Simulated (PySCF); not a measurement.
Level of theory: PySCF with B3LYP-D3(BJ)/def2-TZVP // TPSS-D3(BJ)/def2-SVP. Gas-phase values, no solvent. One relaxed conformer stands for a flexible species; it need not be the lowest. B3LYP has the VWN-RPA correlation part, as in Gaussian. 

Reference species: [Zn(CH3)2] (neutral, multiplicity 1).

* **HOMO–LUMO gap**: 6.83 eV
* **LUMO**: -0.11 eV
* **charge on the central atom (Mulliken)**: 0.39 e
* **HOMO**: -6.94 eV

Changed species: [Zn(CH3)(SH)] (1 of 2 CH3 replaced by SH; the reference has 0 of 2 CH3 replaced by SH).

### Question
Give the shifts of the HOMO–LUMO gap, LUMO, charge on the central atom (Mulliken) and HOMO.

### Answer
the HOMO–LUMO gap falls by 0.64 eV, to 6.19 eV; the LUMO drops by 0.54 eV, to -0.65 eV; the charge on the central atom (Mulliken) falls by 0.02 e, to 0.37 e; the HOMO rises by 0.10 eV, to -6.84 eV.
